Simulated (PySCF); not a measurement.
C2H7BO2Si, SMILES OB(O)/C=C/[SiH3].

Coordinates come from a PBE0-D3(BJ)/def2-SVP optimisation. The structure was generated by enumeration; whether it is a known compound was not checked. Other conformers were not sampled.

Calculation: TDDFT-PBE/def2-SVPD run with PySCF.

Vertical excitations. The molecule is in vacuum.

```tsv
state	energy (eV)	λ (nm)	f	main pairs
S1	5.34	232	0.001	HOMO−1→LUMO 99 %
S2	5.82	213	0.132	HOMO−2→LUMO 49 %, HOMO→LUMO 41 %
S3	5.92	209	0.282	HOMO−2→LUMO 48 %, HOMO→LUMO 39 %, HOMO−4→LUMO 10 %
S4	6.08	204	0.001	HOMO−3→LUMO 100 %
S5	6.27	198	0.002	HOMO→LUMO+1 100 %
S6	6.66	186	0.004	HOMO−1→LUMO+1 99 %
S7	6.68	186	0.000	HOMO−5→LUMO 98 %
S8	6.80	182	0.107	HOMO−4→LUMO 77 %, HOMO→LUMO 13 %
S9	6.92	179	0.002	HOMO−6→LUMO 85 %
S10	6.97	178	0.000	HOMO→LUMO+2 87 %
T1	3.92	317	0	HOMO→LUMO 97 %
T2	4.74	261	0	HOMO−1→LUMO 100 %
T3	5.40	230	0	HOMO−2→LUMO 100 %
T4	5.97	208	0	HOMO−3→LUMO 99 %
```
Triplets are in the Tamm–Dancoff approximation, which puts them higher than full response would, so one can lie above its singlet here.
